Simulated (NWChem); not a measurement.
Everything below was run with NWChem. System: C2H4FNOSi, charge 0, spin multiplicity 1, at a geometry optimised with B3LYP/def2-SVP. The structure started from a generated list of species. Level: LDA (SVWN5)/def2-SVP.

Input file:

```
start mol
memory heap 200 mb stack 800 mb global 1000 mb
geometry units angstroms nocenter noautoz noautosym
  N      1.823925     0.142136    -0.652098
  Si     0.316177    -0.153840     0.063161
  F      0.647554    -0.778317     1.520314
  C     -1.141109    -0.706518    -0.903389
  C     -1.680455     0.468349    -0.499795
  O     -0.805284     1.173188     0.295509
  H      1.915774     0.438959    -1.617370
  H      2.660038     0.313662    -0.103775
  H     -1.569589    -1.477768    -1.537619
  H     -2.656496     0.932309    -0.688605
end
basis spherical
  * library def2-svp
end
dft
  xc slater vwn_5
  semidirect memsize 60000000 filesize 0
  iterations 100
end
task dft energy
```

NWChem printed:

```
             Northwest Computational Chemistry Package (NWChem) 7.3.0
             --------------------------------------------------------

                                NWChem Input Module
                                -------------------

 Scaling coordinates for geometry "geometry" by  1.889725989
 (inverse scale =  0.529177249)

                             Geometry "geometry" -> ""
                             -------------------------

 Output coordinates in angstroms (scale by  1.889725989 to convert to a.u.)

  No.       Tag          Charge          X              Y              Z
 ---- ---------------- ---------- -------------- -------------- --------------
    1 N                    7.0000     1.82392500     0.14213600    -0.65209800
    2 Si                  14.0000     0.31617700    -0.15384000     0.06316100
    3 F                    9.0000     0.64755400    -0.77831700     1.52031400
    4 C                    6.0000    -1.14110900    -0.70651800    -0.90338900
    5 C                    6.0000    -1.68045500     0.46834900    -0.49979500
    6 O                    8.0000    -0.80528400     1.17318800     0.29550900
    7 H                    1.0000     1.91577400     0.43895900    -1.61737000
    8 H                    1.0000     2.66003800     0.31366200    -0.10377500
    9 H                    1.0000    -1.56958900    -1.47776800    -1.53761900
   10 H                    1.0000    -2.65649600     0.93230900    -0.68860500

 Effective nuclear repulsion energy (a.u.)     306.4620797633

            Nuclear Dipole moment (a.u.)
            ----------------------------
        X                 Y               Z
 ---------------- ---------------- ----------------
     0.0000188973    -0.0000170075    -0.0000132281


 Summary of "ao basis" -> "" (spherical)
 ------------------------------------------------------------------------------
       Tag                 Description            Shells   Functions and Types
 ---------------- ------------------------------  ------  ---------------------
 *                          def2-svp                  on all atoms

                                 NWChem DFT Module
                                 -----------------

 Summary of "ao basis" -> "ao basis" (spherical)
 ------------------------------------------------------------------------------
       Tag                 Description            Shells   Functions and Types
 ---------------- ------------------------------  ------  ---------------------
 N                          def2-svp                 6       14   3s2p1d
 Si                         def2-svp                 8       18   4s3p1d
 F                          def2-svp                 6       14   3s2p1d
 C                          def2-svp                 6       14   3s2p1d
 O                          def2-svp                 6       14   3s2p1d
 H                          def2-svp                 3        5   2s1p

 Summary of "ao basis" -> "ao basis" (spherical)
 ------------------------------------------------------------------------------
       Tag                 Description            Shells   Functions and Types
 ---------------- ------------------------------  ------  ---------------------
 N                          def2-svp                 6       14   3s2p1d
 Si                         def2-svp                 8       18   4s3p1d
 F                          def2-svp                 6       14   3s2p1d
 C                          def2-svp                 6       14   3s2p1d
[...]
 ---------------- ----- ----------------- --------- --------- ---------  ------
 d= 0,ls=0.0,diis     1   -594.0816691109 -9.01D+02  2.10D-02  1.63D+00     2.1
 d= 0,ls=0.0,diis     2   -593.8149269956  2.67D-01  1.36D-02  4.29D+00     2.4
 d= 0,ls=0.0,diis     3   -594.1943386368 -3.79D-01  5.25D-03  2.78D-01     2.7
 d= 0,ls=0.0,diis     4   -594.1937784522  5.60D-04  3.35D-03  2.26D-01     3.0
 d= 0,ls=0.0,diis     5   -594.2207370558 -2.70D-02  8.08D-04  8.97D-03     3.4
  Resetting Diis
 d= 0,ls=0.0,diis     6   -594.2217863210 -1.05D-03  2.11D-04  9.67D-04     3.7
 d= 0,ls=0.0,diis     7   -594.2218931418 -1.07D-04  1.60D-04  9.93D-05     4.0
 d= 0,ls=0.0,diis     8   -594.2218611996  3.19D-05  1.07D-04  3.97D-04     4.4
 d= 0,ls=0.0,diis     9   -594.2219036095 -4.24D-05  1.75D-05  3.95D-06     4.7
 d= 0,ls=0.0,diis    10   -594.2219039191 -3.10D-07  6.99D-06  1.03D-06     5.1

         Total DFT energy =     -594.221903919077
      One electron energy =    -1432.808089639379
           Coulomb energy =      587.871270488706
    Exchange-Corr. energy =      -55.747164531740
 Nuclear repulsion energy =      306.462079763336

 Numeric. integr. density =       54.000001991430

     Total iterative time =      4.7s

                       DFT Final Molecular Orbital Analysis
                       ------------------------------------

 Vector   25  Occ=2.000000D+00  E=-2.874418D-01
              MO Center= -4.7D-01, -8.7D-03, -2.6D-01, r^2= 3.0D+00
   Bfn.  Coefficient  Atom+Function         Bfn.  Coefficient  Atom+Function
  ----- ------------  ---------------      ----- ------------  ---------------
    79      0.324299   6 O  py               50      0.304619   4 C  px
    82      0.223811   6 O  py               49      0.174567   4 C  s
    99     -0.172580   9 H  s                23     -0.171299   2 Si py
    80      0.147306   6 O  pz               52      0.141233   4 C  pz
    53      0.140954   4 C  px               37     -0.137196   3 F  py

 Vector   26  Occ=2.000000D+00  E=-2.463652D-01
              MO Center=  1.4D+00,  1.1D-01, -5.5D-01, r^2= 2.1D+00
   Bfn.  Coefficient  Atom+Function         Bfn.  Coefficient  Atom+Function
  ----- ------------  ---------------      ----- ------------  ---------------
     5      0.510109   1 N  py                8     -0.414991   1 N  py
    79     -0.153783   6 O  py               49     -0.139766   4 C  s
    26     -0.116026   2 Si py               52     -0.110318   4 C  pz
    82     -0.106718   6 O  py                4     -0.103255   1 N  px
    78      0.094210   6 O  px                6      0.092354   1 N  pz

 Vector   27  Occ=2.000000D+00  E=-2.055651D-01
              MO Center= -9.7D-01,  1.7D-01, -3.8D-01, r^2= 2.3D+00
   Bfn.  Coefficient  Atom+Function         Bfn.  Coefficient  Atom+Function
  ----- ------------  ---------------      ----- ------------  ---------------
    80      0.351351   6 O  pz               52     -0.317826   4 C  pz
    83      0.277500   6 O  pz               55     -0.265333   4 C  pz
    79     -0.184541   6 O  py               51      0.177930   4 C  py
    66     -0.175599   5 C  pz               78     -0.166669   6 O  px
    54      0.160078   4 C  py               50      0.155623   4 C  px

 Vector   28  Occ=0.000000D+00  E=-4.936646D-02
              MO Center= -1.1D+00,  5.9D-02, -4.9D-01, r^2= 2.7D+00
   Bfn.  Coefficient  Atom+Function         Bfn.  Coefficient  Atom+Function
  ----- ------------  ---------------      ----- ------------  ---------------
    69      0.464158   5 C  pz               66      0.411609   5 C  pz
    27     -0.337161   2 Si pz               55     -0.323677   4 C  pz
    68     -0.240048   5 C  py               52     -0.237183   4 C  pz
     3     -0.226892   1 N  s                65     -0.227249   5 C  py
    67     -0.226816   5 C  px               54      0.201675   4 C  py

 Vector   29  Occ=0.000000D+00  E= 9.515112D-03
              MO Center=  1.4D+00,  9.7D-02, -4.8D-01, r^2= 5.2D+00
   Bfn.  Coefficient  Atom+Function         Bfn.  Coefficient  Atom+Function
  ----- ------------  ---------------      ----- ------------  ---------------
     3      1.178050   1 N  s                18     -0.983050   2 Si s
    90     -0.688838   7 H  s                95     -0.609886   8 H  s
    49      0.376888   4 C  s               105      0.306580  10 H  s
     2      0.278253   1 N  s                63     -0.267220   5 C  s
    35      0.264978   3 F  s                53      0.156999   4 C  px

 Vector   30  Occ=0.000000D+00  E= 4.391799D-02
              MO Center=  2.0D-01, -1.1D-01, -1.4D-01, r^2= 4.2D+00
   Bfn.  Coefficient  Atom+Function         Bfn.  Coefficient  Atom+Function
  ----- ------------  ---------------      ----- ------------  ---------------
    26      0.800550   2 Si py               49      0.749300   4 C  s
    77     -0.594445   6 O  s                27      0.422120   2 Si pz
    63     -0.399573   5 C  s               105      0.378016  10 H  s
    90      0.361855   7 H  s                68      0.353807   5 C  py
    23      0.317982   2 Si py               18     -0.301775   2 Si s

 center of mass
 --------------
 x =   0.00543410 y =  -0.01771975 z =   0.09771047

 moments of inertia (a.u.)
 ------------------
         413.689739307489          73.757073866880         -78.954180949701
          73.757073866880         739.388011465381          45.385596898401
         -78.954180949701          45.385596898401         657.464155852479

     Multipole analysis of the density
     ---------------------------------

     L   x y z        total         alpha         beta         nuclear
     -   - - -        -----         -----         ----         -------
     0   0 0 0     -0.000000    -27.000000    -27.000000     54.000000

     1   1 0 0      0.470112      0.235047      0.235047      0.000019
     1   0 1 0      0.113163      0.056590      0.056590     -0.000017
     1   0 0 1     -0.885499     -0.442743     -0.442743     -0.000013

     2   2 0 0    -23.803644   -152.371756   -152.371756    280.939868
     2   1 1 0      1.526021     17.416862     17.416862    -33.307703
     2   1 0 1     -0.153011    -19.723056    -19.723056     39.293101
     2   0 2 0    -31.798895    -59.807268    -59.807268     87.815642
     2   0 1 1     -0.194792      9.451773      9.451773    -19.098339
     2   0 0 2    -30.237866    -80.101258    -80.101258    129.964650

 Task  times  cpu:        5.1s     wall:        5.1s

 Total times  cpu:        5.1s     wall:        5.1s
```
